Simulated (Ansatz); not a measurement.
Relaxation of CH₉NOSSi₂ (15 atoms, charge 0, multiplicity 1), to a largest force component of 0.015 eV/Å in at most 40 steps.

Theory: Ansatz, RKS B3LYP/def2-SVP.

```xyz
15
Properties=species:S:1:pos:R:3
N -0.932 -0.582 1.333
C -0.474 -0.428 -0.044
Si 1.231 -1.288 -0.215
S -1.516 -1.521 -1.036
O -0.658 0.887 -0.569
Si -0.336 1.276 -2.176
H -1.892 -0.134 1.300
H -1.102 -1.511 1.499
H 1.712 -1.298 -1.582
H 1.213 -2.689 0.333
H 2.288 -0.561 0.609
H -1.200 -1.039 -2.210
H 1.106 1.111 -2.471
H -1.170 0.452 -3.039
H -0.680 2.675 -2.382
```

Where does it end, and by what steps?

The forces met the threshold. After 34 steps the energy has fallen by 1.001 eV; H14 moved furthest, 2.12 Å.

```csv
step,energy less start (eV),largest force component (eV/Å),accepted
0,0.0000,4.893,yes
2,-0.7862,0.650,yes
4,-0.8540,0.946,yes
6,-0.8950,0.111,yes
8,-0.8978,0.026,yes
10,-0.8987,0.042,yes
12,-0.8999,0.071,yes
14,-0.9026,0.204,yes
16,-0.9122,0.045,yes
18,-0.9227,0.303,yes
20,-0.9470,0.050,yes
22,-0.9576,0.186,yes
24,-0.9693,0.277,yes
26,-0.9795,0.333,yes
28,-0.9903,0.152,yes
30,-0.9978,0.142,yes
32,-1.0003,0.049,yes
34,-1.0008,0.013,yes
```

```xyz
15
Properties=species:S:1:pos:R:3
N -1.059 -0.310 0.761
C -0.213 -0.618 -0.354
Si 1.404 -1.481 0.235
S -1.161 -1.784 -1.546
O 0.174 0.545 -1.029
Si -0.722 1.523 -2.072
H -1.955 0.089 0.473
H -1.244 -1.127 1.341
H 2.162 -1.941 -0.962
H 1.044 -2.651 1.088
H 2.231 -0.525 1.023
H -0.202 -1.887 -2.497
H -0.714 0.994 -3.464
H -2.130 1.687 -1.608
H -0.026 2.835 -2.040
```

Whether the end is a true minimum wasn't checked by a vibrational analysis.

The run took 2.4 min on 2 threads of AMD EPYC 9R14 (Zen 4) (shared host), peak memory 0.45 GiB.
